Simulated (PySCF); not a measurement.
Si(F)(Cl)2(vinyl) (C2H3Cl2FSi), SMILES [Si](Cl)(F)(C=C)Cl.

Coordinates come from a PBE0-D3(BJ)/def2-SVP optimisation. Other conformers were not sampled.

Level of theory: r2SCAN/def2-TZVP (PySCF).

Gas-phase values at a fixed geometry.

Computed frontier levels, gap, dipole moment and polarisability:
```json
{
 "highest_occupied_level": "-7.74 eV",
 "lowest_empty_level": "-2.04 eV",
 "orbital_gap": "5.70 eV",
 "dipole_moment": "2.29 D",
 "quadrupole, principal values (traceless, Buckingham form, about the centre of nuclear charge)": "-4.62, -1.90, 6.53 D·Å",
 "mean_static_polarisability": "69.2 bohr³ (10.26 Å³)",
 "polarisability_principal_values": "55.9, 65.9, 85.9 bohr³"
}
```
